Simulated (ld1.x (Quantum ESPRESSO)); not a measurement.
Debugging a pseudopotential input (technetium, ld1.x (Quantum ESPRESSO) 7.5)

Command:

```bash
ld1.x < Tc.in > Tc.out
```

Input:

```
&input
   title='Tc', zed=43., rel=2, dft='PZ', iswitch=3, xmin=-4.5,
   config='[Kr] 4d5.5 5s1.5 5p0', rel_dist='average',
   nld=5, rlderiv=2.35, eminld=-7.0, emaxld=5.0, deld=0.02
 /
 &inputp
   pseudotype=2, tm=.false., rho0=0.005, lloc=0,
   nlcc=.true., new_core_ps=.true., rcore=0.65,
   file_pseudopw='Tc.UPF', file_wfcaegen='ae.wfc', file_wfcncgen='nc.wfc', file_beta='beta', file_chi='chi'
 /
3
4P  2  1   6.00   0.00  1.95  1.95  0.0
4D  3  2   5.50   0.00  2.15  2.15  0.0
4S  1  0   2.00   0.00  1.25  1.25  0.0
 &test
   configts(1)='4s2 4p6 4d5.5 5s1.5 5p0'
 /
```

This is an input that runs to its end, with one change: mesh start xmin=-4.5. The unchanged file is no sound one. ld1.x takes every shell without a wave as core, so the model core holds the 5s electrons as well and exchange and correlation see them twice. This cancels in the reference configuration, but the file is broken for other ones, and its errors say nothing about a proper core correction.

Problem. How does the run end?

Solution. The program runs through. The occupied levels of the test differ from the all-electron ones by at most 0.01034 Ry (unchanged input: 0.01034 Ry).

```
     Computing logarithmic derivative in   2.35742
     Computing the partial wave expansion
       no projector for channel:   0
     R is outside the sphere for l=    1 j= 0.50
     R is outside the sphere for l=    1 j= 1.50
     R is outside the sphere for l=    2 j= 1.50
     R is outside the sphere for l=    2 j= 2.50

     ---------------------- Testing the pseudopotential ----------------------

     Tc
     dirac relativistic calculation

     atomic number is 43.00   valence charge is 15.00
     dft =PZ   lsd =0 sic =0 latt =0  beta=0.20 tr2=1.0E-14
     mesh =1031 r(mesh) = 100.86670 xmin = -4.50 dx = 0.01250

     n l  j  nl             e AE (Ry)       e PS (Ry)    De AE-PS (Ry)
     1 0 0.5 4S   1( 2.00)       -5.27699       -5.27704        0.00005
     2 1 0.5 4P   1( 2.00)       -3.37630       -3.37630       -0.00000
     2 1 1.5 4P   1( 4.00)       -3.15748       -3.15748       -0.00000
     3 2 1.5 4D   1( 2.20)       -0.43045       -0.43045       -0.00000
     3 2 2.5 4D   1( 3.30)       -0.41028       -0.41028        0.00000
     2 0 0.5 5S   1( 1.50)       -0.35567       -0.36601        0.01034  !
     3 1 0.5 5P   1( 0.00)       -0.10274       -0.10720        0.00446
     3 1 1.5 5P   1( 0.00)       -0.09330       -0.10351        0.01021  !

     eps = 7.2E-15  iter = 22

     Etot =   -8563.943227 Ry,   -4281.971613 Ha, -116518.383465 eV
     Etotps =  -236.065244 Ry,    -118.032622 Ha,   -3211.831273 eV

     Ekin =      52.904110 Ry,      26.452055 Ha,     719.797090 eV
     Encl =    -323.160685 Ry,    -161.580343 Ha,   -4396.825110 eV
     Ehrt =     133.378182 Ry,      66.689091 Ha,    1814.702612 eV
     Ecxc =     -95.086502 Ry,     -47.543251 Ha,   -1293.717773 eV
     (Ecc =     -74.104820 Ry,     -37.052410 Ha,   -1008.247436 eV)
     Epseu=      -4.100349 Ry,      -2.050175 Ha,     -55.788092 eV

     ---------------------- End of pseudopotential test ----------------------
```
